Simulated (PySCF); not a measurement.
**Barium: a sound run and one with changed settings**

Sound run: Ba [Xe] 6s2, Ba⁺ [Xe] 6s1. Computed with PySCF 2.14 in cc-pVDZ-X2C (7s6p4d, 45 functions), with scalar relativity by spin-free X2C-1e. In the sound run the correlated levels freeze [Xe]. The sound run starts from symmetry-adapted Hartree-Fock orbitals and uses a fine grid where one is needed.

Changed run: initial guess atom, at most 50 SCF cycles.

| species | method | sound run (hartree) | changed run (hartree) | converged |
| --- | --- | --- | --- | --- |
| Ba | UHF | -8131.63537 | -8131.63537 | yes |
| Ba | r2SCAN | -8134.72450 | -8134.72450 | yes |
| Ba | M06-2X | -8135.46769 | -8135.46769 | yes |
| Ba | MP2 | -8131.65015 | -8131.65015 | yes |
| Ba | CCSD(T) | -8131.65867 | -8131.65867 | yes |
| Ba⁺ | UHF | -8131.47815 | -8131.47815 | yes |
| Ba⁺ | r2SCAN | -8134.54249 | -8134.54448 | yes |
| Ba⁺ | M06-2X | -8135.26724 | -8135.26724 | yes |

Ionisation energy of Ba:

```
 method  sound run (eV)  changed run (eV)
    UHF           4.278             4.278
 M06-2X           5.454             5.454
    MP2           4.680             4.680
SCS-MP2           4.761             4.761
   CCSD           4.912             4.912
CCSD(T)           4.912             4.912
  CCSDT           4.912             4.912
    FCI           4.912             4.912
```

The plain start fixes occupations by D2h representation alone, and Ba⁺ at r2SCAN landed in another state (other ⟨L²⟩ or ⟨S²⟩). 

For comparison, NIST gives 5.212 eV between the lowest levels.
